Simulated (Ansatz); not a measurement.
`F[SiH]([SiH3])O[SiH3]` and `[SiH3]O[SiH2][SiH3]` differ in one atom or group.

Ansatz, PBE0-D4/def2-TZVP geometries, multiplicity 1. Each molecule was computed in one conformer, which needn't be the lowest.

```json
{"property": "ideal-gas entropy at 298 K and 1 bar (rigid rotor, harmonic PBE0-D4/def2-TZVP) / J/(mol·K)", "`F[SiH]([SiH3])O[SiH3]`": "411"}
{"property": "size of the dipole moment (B3LYP/def2-TZVPP) / D", "`F[SiH]([SiH3])O[SiH3]`": "1.24"}
{"property": "LUMO energy (PBE0/def2-TZVPP) / eV", "`F[SiH]([SiH3])O[SiH3]`": "-0.45"}
{"property": "HOMO–LUMO gap (PBE0/def2-TZVPP) / eV", "`F[SiH]([SiH3])O[SiH3]`": "7.67"}
{"property": "HOMO energy (PBE/def2-TZVPP) / eV", "`F[SiH]([SiH3])O[SiH3]`": "-6.89"}
{"property": "size of the dipole moment (PBE/def2-TZVPP) / D", "`F[SiH]([SiH3])O[SiH3]`": "1.15"}
```

(1) Give the same properties after the change, and the shifts. (Best estimate.)

Answers

(1) The calculation gave: 
```json
{"property": "ideal-gas entropy at 298 K and 1 bar (rigid rotor, harmonic PBE0-D4/def2-TZVP) / J/(mol·K)", "`[SiH3]O[SiH2][SiH3]`": "395", "shift": "-16"}
{"property": "size of the dipole moment (B3LYP/def2-TZVPP) / D", "`[SiH3]O[SiH2][SiH3]`": "0.24", "shift": "-1.00"}
{"property": "LUMO energy (PBE0/def2-TZVPP) / eV", "`[SiH3]O[SiH2][SiH3]`": "-0.62", "shift": "-0.17"}
{"property": "HOMO–LUMO gap (PBE0/def2-TZVPP) / eV", "`[SiH3]O[SiH2][SiH3]`": "7.38", "shift": "-0.29"}
{"property": "HOMO energy (PBE/def2-TZVPP) / eV", "`[SiH3]O[SiH2][SiH3]`": "-6.81", "shift": "0.08"}
{"property": "size of the dipole moment (PBE/def2-TZVPP) / D", "`[SiH3]O[SiH2][SiH3]`": "0.20", "shift": "-0.95"}
```

With PBE0 the HOMO rises by 0.13 eV and the LUMO falls by 0.17 eV, so the gap narrows by about 0.30 eV. PBE moves the HOMO by 0.08 eV and ωB97M-V by 0.13 eV. Dipoles are sizes alone; their direction can turn. Modes under 60 cm⁻¹, often nearly free rotors, make the harmonic entropy too high.

B3LYP here is the variant with VWN-RPA as its local correlation; programs differ in this.
